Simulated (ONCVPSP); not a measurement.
## Scattering properties, ONCV potential for Co (Z = 27)

```
Element                 : Co (Z = 27)
Generator               : ONCVPSP 4.0.1
Type                    : optimised norm-conserving Vanderbilt (ONCV)
Functional              : Wu-Cohen
Relativity              : fully relativistic
Frozen core             : [Ar]
Valence charge          : 9
Reference configuration : 3d7 4s2
Partial waves           : 4s: rc 2.50 bohr, ncon 3, nbas 8, qcut 3 1/bohr, 2 projectors, debl 3.8 Ha; p scattering state at 0.04 Ha: rc 2.00 bohr, ncon 4, nbas 9, qcut 4.3 1/bohr, 1 projector; 3d: rc 1.10 bohr, ncon 4, nbas 9, qcut 17.5 1/bohr, 2 projectors, debl 2.3 Ha
Local potential         : polynomial inside 0.70 bohr (lpopt 5, dvloc0 -1 Ha)
Core correction         : Teter function fitted to the true core (icmod 2), fcfact 0.15
```

Open shells are filled in proportion to 2j + 1.

The phase is arctan(r·R′/R) of the radial function R(r), unwrapped; energies in Ha, scanned from -2 to 5 Ha. A pole is an energy at which the radial function vanishes at the test radius. The pseudo phase is shifted by a multiple of π to meet the all-electron one at the reference energy, and phase errors are pseudo minus all-electron; the curves can meet again beyond the range given. Levels narrower than the energy grid can be missing from the lists of poles.

```json
{"channel": "s", "radius (bohr)": "2.53", "reference energy (Ha)": "-0.20", "poles, all-electron": "0.74", "poles, pseudo": "0.70, 4.42", "unbroken range about the reference energy with phases within 0.05 rad": "below 1.6", "phase error 1 Ha above the reference energy (rad)": "-0.011"}
{"channel": "p3/2", "radius (bohr)": "2.03", "reference energy (Ha)": "0.04", "poles, all-electron": "2.70", "poles, pseudo": "2.11", "unbroken range about the reference energy with phases within 0.05 rad": "-1.8 to 1.5", "phase error 1 Ha above the reference energy (rad)": "-0.037"}
{"channel": "p1/2", "radius (bohr)": "2.03", "reference energy (Ha)": "0.04", "poles, all-electron": "2.65", "poles, pseudo": "2.11", "unbroken range about the reference energy with phases within 0.05 rad": "-1.9 to 1.7", "phase error 1 Ha above the reference energy (rad)": "-0.032"}
{"channel": "d5/2", "radius (bohr)": "1.12", "reference energy (Ha)": "-0.30", "poles, all-electron": "1.46", "poles, pseudo": "1.46", "unbroken range about the reference energy with phases within 0.05 rad": "the whole range", "phase error 1 Ha above the reference energy (rad)": "+0.000"}
{"channel": "d3/2", "radius (bohr)": "1.12", "reference energy (Ha)": "-0.31", "poles, all-electron": "1.44", "poles, pseudo": "1.44", "unbroken range about the reference energy with phases within 0.05 rad": "the whole range", "phase error 1 Ha above the reference energy (rad)": "+0.000"}
```

Note: ghosts flagged at negative energy: s at -122.9 eV, p3/2 at -94.9 eV, p1/2 at -93.8 eV; GHOST(+) flagged for s at 124.6 eV. A true bound ghost makes a file unfit for plane-wave use.

Phases in the p3/2 channel:

| E (Ha) | all-electron | pseudo |
| --- | --- | --- |
| -1.98 | 1.304 | 1.238 |
| -1.62 | 1.229 | 1.190 |
| -1.26 | 1.150 | 1.122 |
| -0.90 | 1.037 | 1.016 |
| -0.54 | 0.843 | 0.828 |
| -0.18 | 0.455 | 0.451 |
| 0.18 | -0.237 | -0.240 |
| 0.54 | -0.845 | -0.865 |
| 0.90 | -1.153 | -1.186 |
| 1.26 | -1.314 | -1.356 |
| 1.62 | -1.411 | -1.463 |
| 1.98 | -1.478 | -1.545 |
| 2.34 | -1.529 | -1.619 |
| 2.70 | -1.571 | -1.702 |
| 3.06 | -1.611 | -1.826 |
| 3.42 | -1.651 | -2.088 |
| 3.78 | -1.695 | -2.957 |
| 4.14 | -1.752 | -4.029 |
| 4.50 | -1.834 | -4.353 |
| 4.86 | -1.977 | -4.482 |
